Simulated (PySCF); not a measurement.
CH2NO, SMILES N=C=[OH+], charge +1.

The structure is a stationary point at B3LYP-D3(BJ)/def2-TZVP. The isomer is the one that the SMILES or the coordinates give; other isomers of the formula were not compared.

The numbers are results of TDA-PBE/def2-SVPD (PySCF), not measurements.

Vertical excitations. Isolated molecule, no solvent. State labels are in the subgroup Cs.

Give excitation energies, oscillator strengths and character. (An estimate is asked for; the answer gives what the named calculation found.)


```csv
state,symmetry,energy (eV),λ (nm),f,main pairs
S1,A",7.65,162,0.000,HOMO→LUMO 99 %
S2,A',8.61,144,0.001,"HOMO−1→LUMO 52 %, HOMO→LUMO+1 47 %"
S3,A",8.94,139,0.000,HOMO→LUMO+2 98 %
S4,A",9.27,134,0.001,HOMO−1→LUMO+1 98 %
S5,A',9.66,128,0.007,HOMO−1→LUMO+2 99 %
S6,A",10.93,113,0.005,HOMO→LUMO+3 99 %
S7,A",11.15,111,0.001,HOMO−2→LUMO 99 %
S8,A',11.67,106,0.077,HOMO−1→LUMO+3 94 %
S9,A",11.91,104,0.013,HOMO→LUMO+4 99 %
S10,A',11.92,104,0.003,"HOMO−3→LUMO 63 %, HOMO−2→LUMO+1 36 %"
T1,A',7.08,175,0,"HOMO−1→LUMO 73 %, HOMO→LUMO+1 24 %"
T2,A",7.12,174,0,HOMO→LUMO 94 %
T3,A',7.58,163,0,"HOMO→LUMO+1 74 %, HOMO−1→LUMO 25 %"
T4,A",8.48,146,0,HOMO→LUMO+2 99 %
```
Triplets are in the Tamm–Dancoff approximation.
